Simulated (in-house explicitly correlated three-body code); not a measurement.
Values are calculated unless marked as measured or tabulated.
## Two electrons around a charge Z: errors of exchange and correlation functionals on the exact density

The exact non-relativistic ground state comes from a variational code in 260 exponentially correlated functions, the Kohn-Sham parts from inverting its density (past Z = 6 the correlation energy is taken as exact minus Hartree-Fock, equal to within microhartrees), and self-consistent runs (Hartree-Fock is restricted) from a B-spline radial code. Z may be fractional; the second electron is bound down to Z = 0.911.

Each entry is functional minus exact.

```tsv
Z	AM05 x (mEh)	AM05 c (mEh)	PBE x (mEh)	PBE c (mEh)	RPBE x (mEh)	RPBE c (mEh)
0.93	+19.47	-10.71	-17.83	+18.49	-24.84	+18.49
1.12	+42.90	-28.14	-5.08	+7.01	-13.74	+7.01
1.46	?	?	?	?	?	?
1.76	+91.08	-50.05	+7.82	+1.03	-7.36	+1.03
2.2	+122.0	-59.94	+14.37	-0.18	-5.40	-0.18
2.74	+159.6	-69.71	+21.94	-0.96	-3.48	-0.96
3.58	+217.8	-81.78	+33.34	-1.57	-0.87	-1.57
4.4	+274.5	-91.26	+44.30	-1.87	+1.49	-1.87
5.5	?	?	?	?	?	?
6.5	+419.3	-109.6	+72.11	-2.17	+7.27	-2.17
```

Task: What belongs in the row Z = 1.46?

Result: AM05 x (mEh): +69.48; AM05 c (mEh): -41.61; PBE x (mEh): +2.81; PBE c (mEh): +2.59; RPBE x (mEh): -9.28; RPBE c (mEh): +2.59.

Task: What belongs in the row Z = 5.5?

Result: AM05 x (mEh): +350.4; AM05 c (mEh): -101.7; PBE x (mEh): +58.90; PBE c (mEh): -2.07; RPBE x (mEh): +4.55; RPBE c (mEh): -2.07.

Task: How do the exchange errors scale with Z?

Result: AM05 -6.05 % in the size of E_x at Z = 0.93 and -10.92 % at 6.5; PBE +5.54 % in the size of E_x at Z = 0.93 and -1.88 % at 6.5; RPBE +7.72 % in the size of E_x at Z = 0.93 and -0.19 % at 6.5. Exchange scales linearly under uniform scaling of the density, so its relative error changes only with the density's shape.
